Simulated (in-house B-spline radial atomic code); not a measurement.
Stripping iridium of all its electrons. The total binding energy is the sum of the 77 successive ionisation energies. Configuration: [Xe] 4f14 (5d3/2)4 (5d5/2)3 6s2. Method: Dirac-Hartree-Fock, average of the jj configuration, Fermi nucleus of rms radius 5.4032 fm. Calculated with a radial B-spline atomic code at the basis-set limit.

Dirac-Coulomb total energy: -17846.8133 hartree. First-order corrections (hartree): Breit 19.38, self-energy 16.34, vacuum polarisation -3.075, recoil 0.0309.

**Question.** What total binding energy follows, and how does it compare with the sum of NIST's ionisation energies?

**Answer.** 484747 eV from the corrected total, against 485002 ± 230 eV from NIST's table (measured, semi-empirical and theoretical entries, uncertainties added in quadrature). The difference, +254 eV, is within about twice the table's uncertainty, so it can't show the correlation energy.

**Question.** What share of the binding belongs to the last two electrons?

**Answer.** 36 % by NIST's values (174556.0 eV).
